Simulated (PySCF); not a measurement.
**Shifts of the heteroatoms**

Mapped SMILES: `[CH3:1][O:2][c:3]1[cH:4][n:5][n:6][n:7]1[CH:8]([CH3:9])[CH3:10]`; H(Xn) means a hydrogen on atom n.

No solvent model, non-relativistic, one averaged value for each set of equivalent atoms, one computed conformer. Shielding tensors at PBE0/pcSseg-1 (GIAO); geometry from GFN2-xTB; PySCF 2.14.

(1) Predict the 15N NMR data.

(2) What are the 17O shifts?

Results:

(1) 
```tsv
atoms	environment	σ (ppm)	δ (ppm)
N5	pyridine-type nitrogen of an azole	-119.4	-38.0
N6	pyridine-type nitrogen of an azole	-108.8	-47.8
N7	pyrrole-type ring nitrogen	5.6	-153.2
```

Shieldings were converted by a linear fit to measured shifts: 15N (scatter 6.3 ppm rms vs CH3NO2, solution or neat liquid). A few per cent of atoms miss by over 2 rms, more outside the fitted compound classes.

On a 400 MHz spectrometer 15N resonates near 40.5 MHz, so 1 ppm is 40.5 Hz.

(2) 
```json
{"atoms": "O2", "environment": "ether oxygen", "σ (ppm)": "258.7", "δ (ppm)": "31.0"}
```

Shieldings were converted by a linear fit to measured shifts: 17O (scatter 10.7 ppm rms, 12.2 ppm with the 3 outliers that the fit left out vs liquid water, solution or neat liquid). A few per cent of atoms miss by over 2 rms, more outside the fitted compound classes.

On a 600 MHz spectrometer 17O resonates near 81.3 MHz, so 1 ppm is 81.3 Hz.
